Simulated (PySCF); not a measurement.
InClBr₂, SMILES [Cl][In]([Br])[Br].

Geometry optimised at B3LYP-D3(BJ)/def2-SVP. The structure was generated by enumeration; whether it is a known compound was not checked. The def2 effective core potentials stand for the cores of In; spin–orbit coupling is left out.

Calculation: TDA-ωB97X/def2-SVPD (PySCF 2.14.0).

Vertical excitations. Gas-phase values at a fixed geometry. State labels are in the subgroup C2v.

```json
[
 {"state": "S1", "symmetry": "B2", "energy (eV)": "4.81", "λ (nm)": "258", "f": "0.012", "main pairs": "HOMO→LUMO 93 %"},
 {"state": "S2", "symmetry": "A2", "energy (eV)": "4.88", "λ (nm)": "254", "f": "0.000", "main pairs": "HOMO−1→LUMO 96 %"},
 {"state": "S3", "symmetry": "A1", "energy (eV)": "5.02", "λ (nm)": "247", "f": "0.051", "main pairs": "HOMO−2→LUMO 92 %"},
 {"state": "S4", "symmetry": "B1", "energy (eV)": "5.11", "λ (nm)": "243", "f": "0.010", "main pairs": "HOMO−3→LUMO 95 %"},
 {"state": "S5", "symmetry": "B2", "energy (eV)": "5.45", "λ (nm)": "227", "f": "0.084", "main pairs": "HOMO−4→LUMO 83 %"},
 {"state": "S6", "symmetry": "B1", "energy (eV)": "5.76", "λ (nm)": "215", "f": "0.031", "main pairs": "HOMO−5→LUMO 94 %"},
 {"state": "S7", "symmetry": "A2", "energy (eV)": "6.11", "λ (nm)": "203", "f": "0.000", "main pairs": "HOMO→LUMO+1 98 %"},
 {"state": "S8", "symmetry": "B1", "energy (eV)": "6.22", "λ (nm)": "199", "f": "0.000", "main pairs": "HOMO−2→LUMO+1 98 %"},
 {"state": "S9", "symmetry": "B2", "energy (eV)": "6.26", "λ (nm)": "198", "f": "0.001", "main pairs": "HOMO−1→LUMO+1 62 %, HOMO−6→LUMO 35 %"},
 {"state": "S10", "symmetry": "A1", "energy (eV)": "6.46", "λ (nm)": "192", "f": "0.005", "main pairs": "HOMO−3→LUMO+1 65 %, HOMO−7→LUMO 30 %"},
 {"state": "T1", "symmetry": "B2", "energy (eV)": "4.38", "λ (nm)": "283", "f": "0", "main pairs": "HOMO→LUMO 93 %"},
 {"state": "T2", "symmetry": "A1", "energy (eV)": "4.50", "λ (nm)": "275", "f": "0", "main pairs": "HOMO−2→LUMO 94 %"},
 {"state": "T3", "symmetry": "A2", "energy (eV)": "4.52", "λ (nm)": "274", "f": "0", "main pairs": "HOMO−1→LUMO 94 %"},
 {"state": "T4", "symmetry": "B1", "energy (eV)": "4.74", "λ (nm)": "261", "f": "0", "main pairs": "HOMO−3→LUMO 93 %"}
]
```
Triplets are in the Tamm–Dancoff approximation.
